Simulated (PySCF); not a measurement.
## Ce²⁺: ionisation energy

Ce²⁺ [Xe] 4f2 (high-spin determinant) → Ce³⁺ [Xe] 4f1 (2F), as a difference of total energies. Computed with PySCF 2.14 in cc-pVTZ-X2C (10s9p7d5f3g1h, 145 functions), with scalar relativity by spin-free X2C-1e. Correlated levels: valence: [Kr] 4d10 frozen. The calculations carry no spin-orbit coupling.

```csv
method,ionisation energy (eV),plus first-order spin-orbit estimate,difference from reference of that sum (eV)
UHF,18.052,18.113,-2.084
MP2 (valence),19.241,19.302,-0.895
SCS-MP2 (valence),18.989,19.050,-1.147
CCSD (valence),19.216,19.277,-0.920
CCSD(T) (valence),19.306,19.367,-0.830
```

Reference: 20.197 eV (semi-empirical (NIST evaluation); NIST Atomic Spectra Database, ionization energies).

A first-order spin-orbit estimate (lowest level to lowest level, LS coupling) adds 0.061 eV.

The determinant of Ce²⁺ mixes LS terms, which raises its energy above the lowest term, most at the Hartree-Fock and MP2 levels.
